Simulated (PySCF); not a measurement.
Stepwise substitution at one centre (Sn C2H5-SH). Isolated molecules, 0 K electronic values unless said otherwise. One relaxed conformer stands for each flexible species; it need not be the lowest. Strings in code marks are SMILES.

Quantity: redistribution energy (mixed species minus the weighted end members), in kcal/mol.

Case: 3 of 4 C2H5 replaced by SH: `C[CH2][Sn]([SH])([SH])[SH]`. The other species in the difference include `C[CH2][Sn]([CH2]C)([CH2]C)[CH2]C` (neutral, multiplicity 1). Geometry of `[SH][Sn]([SH])([SH])[CH2]C` (neutral, multiplicity 1, Å):

```xyz
14

C     -2.2101     0.0496    -0.0489
C     -1.0477     0.0979    -1.0379
Sn     0.8655    -0.0262    -0.0231
S      2.7537     0.4762    -1.4973
S      0.9238     1.5403     1.8616
S      1.1859    -2.2677     0.9111
H     -3.1776     0.1140    -0.5746
H     -2.1683     0.8865     0.6667
H     -2.2098    -0.8878     0.5301
H     -1.0289     1.0331    -1.6191
H     -1.0692    -0.7408    -1.7512
H      3.4758    -0.5464    -0.9831
H      2.1237     2.0271     1.4664
H      1.5832    -1.7557     2.0994
```

Q: Estimate the redistribution energy (mixed species minus the weighted end members) that TPSSh-D3(BJ)/def2-TZVP // B3LYP-D3(BJ)/def2-SVP (PySCF) returns for this input.

A: -4.14 kcal/mol.
